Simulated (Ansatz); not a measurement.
The same molecule with X = F, Cl, Br. Ansatz, PBE0-D4/def2-TZVP geometries, multiplicity 2.

Scalar relativity is left out up to krypton. Spin–orbit coupling is left out; it splits and shifts lone-pair levels of the heavy atoms by tenths of an eV.

```csv
X,molecule,mean X–Ge bond length / Å,zero-point energy (PBE0-D4/def2-TZVP) / kJ/mol,size of the dipole moment (ωB97M-V/def2-TZVPP) / D,"ideal-gas entropy at 298 K and 1 bar (rigid rotor, harmonic PBE0-D4/def2-TZVP) / J/(mol·K)"
F,`[CH3][GeH][F]`•,1.753,119.2,2.42,307
Br,`[CH3][GeH][Br]`•,2.323,116.5,2.42,329
```

Q: Give the row for X = Cl, `[CH3][GeH][Cl]`•. (Best estimate.)

A: Computed: 
| X | molecule | mean X–Ge bond length / Å | zero-point energy (PBE0-D4/def2-TZVP) / kJ/mol | size of the dipole moment (ωB97M-V/def2-TZVPP) / D | ideal-gas entropy at 298 K and 1 bar (rigid rotor, harmonic PBE0-D4/def2-TZVP) / J/(mol·K) |
| --- | --- | --- | --- | --- | --- |
| Cl | `[CH3][GeH][Cl]`• | 2.169 | 117.4 | 2.40 | 317 |

From F to Br the mean X–Ge bond length rises at each step, by 0.570 Å in all; the zero-point energy (PBE0-D4/def2-TZVP) falls at each step, by 2.7 kJ/mol in all; the ideal-gas entropy at 298 K and 1 bar (rigid rotor, harmonic PBE0-D4/def2-TZVP) rises at each step, by 22 J/(mol·K) in all. Bonds lengthen as the atom grows down the group. Dipoles are sizes alone, and their direction can turn along the series.
